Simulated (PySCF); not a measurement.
Potential energy of TbH along the bond

Set-up: basis Tb x2c-SVPall, H x2c-SVPall; spin-free X2C with a Gaussian nucleus; PySCF 2.14. Energies in eV from Tb (4f9 6s2) + H in their ground configurations at the same level. State: septet, about 8.2 electrons in the 4f shell (Mulliken), real f orbitals that mix terms.

```
R (Å)  ROHF-CCSD    PBE0
1.673             -1.960
1.750     -3.863  -2.163
1.828     -3.990  -2.282
1.887     -4.036  -2.327
1.945     -4.047  -2.341
2.003     -4.029  -2.328
2.081     -3.967  -2.279
2.178     -3.844  -2.178
2.295     -3.650  -2.016
2.451             -1.760
```

Task: Put a parabola through the three lowest points of the ROHF-CCSD curve and estimate Re, k and ωe (reduced mass 1.001 u; 1 eV/Å² = 0.16022 mdyn/Å; ωe = 1302.8·√(k/μ) cm⁻¹).

Result: Through R = 1.887, 1.945, 2.003 Å the second-order coefficient is 4.31 eV/Å², so Re ≈ 1.938 Å, k ≈ 1.38 mdyn/Å and ωe ≈ 1530 cm⁻¹. A polynomial fit of higher order to the unrounded ROHF-CCSD energies gives Re = 1.936 Å, k = 1.42 mdyn/Å, ωe = 1552 cm⁻¹; anharmonicity and rounding make the difference.

The higher-order fit for each curve: ROHF-CCSD: Re = 1.936 Å, ωe = 1552 cm⁻¹, De = 4.05 eV; PBE0: Re = 1.945 Å, ωe = 1440 cm⁻¹, De = 2.34 eV.

Correlated steps freeze 18 core orbitals. Correlated levels converge slowly with the basis: in double zeta they bind strong bonds too weakly, by up to about 1 eV, and carry superposition errors of some tenths. These are scalar-relativistic numbers at best; spin–orbit coupling would shift them, the dissociation energy most. With d or f electrons several states lie close, and the lowest PBE0 determinant need not be the measured ground state.
